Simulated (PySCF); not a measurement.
Al(OH)(OMe)(SiH3) (CH7AlO2Si), SMILES C[O][Al]([OH])[SiH3].

The structure is a stationary point at B3LYP-D3(BJ)/def2-SVP. One conformer was computed; it need not be the lowest.

Two levels are set side by side: TDA-PBE/def2-SVPD (PySCF) and TDA-PBE0/def2-SVPD (PySCF). Vertical, same geometry. The lowest singlet is HOMO→LUMO 92 % with PBE and HOMO−2→LUMO 77 %, HOMO→LUMO 21 % with the other functional; states are paired by order. Differences are taken from unrounded values.

```json
[
 {"quantity": "lowest singlet excitation (eV)", "TDA-PBE": "5.25"},
 {"quantity": "lowest triplet excitation (TDA) (eV)", "TDA-PBE": "4.87"},
 {"quantity": "first bright state (f over 0.05) (eV)", "TDA-PBE": "5.72"},
 {"quantity": "its oscillator strength", "TDA-PBE": "0.06"}
]
```

Task: These are the TDA-PBE values. What does TDA-PBE0 give? (Estimate from the structure and the level; the computed values follow.)

Result: 
| quantity | TDA-PBE0 | TDA-PBE minus TDA-PBE0 |
|---|---|---|
| lowest singlet excitation (eV) | 6.21 | -0.96 |
| lowest triplet excitation (TDA) (eV) | 5.02 | -0.15 |
| first bright state (f over 0.05) (eV) | 6.64 | -0.92 |
| its oscillator strength | 0.06 | 0.01 |

Functionals without exact exchange tend to place singlet excitations lower, as here. Differences between two approximate levels are no errors against the true value.

Rough cost on one machine, each run with all the roots and properties that it gave: TDA-PBE0 against TDA-PBE about 2 times.
